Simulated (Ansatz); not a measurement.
A made-up structure of CH4In, doublet:

C1  (-0.071, -1.135, -0.013)
In2  (0.061, 0.980, 0.011)
H3  (-0.242, -1.732, 0.880)
H4  (0.025, -1.729, -0.919)
H5  (0.148, -1.086, 1.023)
H6  (-0.108, 1.805, 1.514)
(Å)

It is relaxed with PBE-D4/def2-SVP and then PBE0-D4/def2-TZVP (Ansatz 0.2.0). Atoms count as bonded within 1.22 times the sum of their covalent radii (H–H: 0.88 Å). The end point is not checked to be a true minimum.

Does its bonding change? (A judgement: the text doesn't fix the answer.)

By the calculation: Yes. Formed: none; broken: H3–H5.

Where it ends: The first stage lowers the energy by 4.38 eV in 8 steps. It ends as CH₄In ([CH3][InH]):
```xyz
6
angstrom
C 0.0228 -1.1921 0.2078
In -0.0957 0.9859 0.0254
H -0.8799 -1.5457 0.7121
H 0.1136 -1.6759 -0.7628
H 0.8894 -1.4403 0.8254
H -0.2368 1.9714 1.4884
```

Labels in which every atom is bracketed show which atoms are joined, not bond orders.

For scale, one of the runs: PBE0-D4/def2-TZVP relaxation, 105 basis functions, launched by `ansatz run in.yaml --threads 2 --pin off --events-out ev --progress --plain --max-ram 4352MiB`. The run took about 22 s on 2 CPU threads of an Arm Neoverse V2 (shared host).
